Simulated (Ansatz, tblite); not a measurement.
Forces on SiI2 at its r2SCAN-D4/def2-TZVP geometry. The state is a singlet with charge 0.

In the def2 sets I takes a core potential; there is no spin–orbit coupling. The xTB rows come from tblite.

GFN1-xTB (tblite), largest force 0.33 eV/Å:

```xyz
3
positions Å, forces eV/Å
Si   -0.719    0.111    0.727    0.230   -0.035   -0.232
I     1.201    1.603    0.214   -0.034    0.178    0.172
I    -0.482   -1.715   -0.942   -0.196   -0.143    0.060
```

GFN2-xTB (tblite), largest force 0.23 eV/Å:

```
Si -0.162 0.026 0.164
I 0.139 0.103 -0.041
I 0.022 -0.129 -0.123
```

PBE-D4/def2-TZVP (Ansatz), largest force 0.16 eV/Å:

```
Si -0.111 0.018 0.113
I 0.101 0.081 -0.025
I 0.010 -0.099 -0.088
```
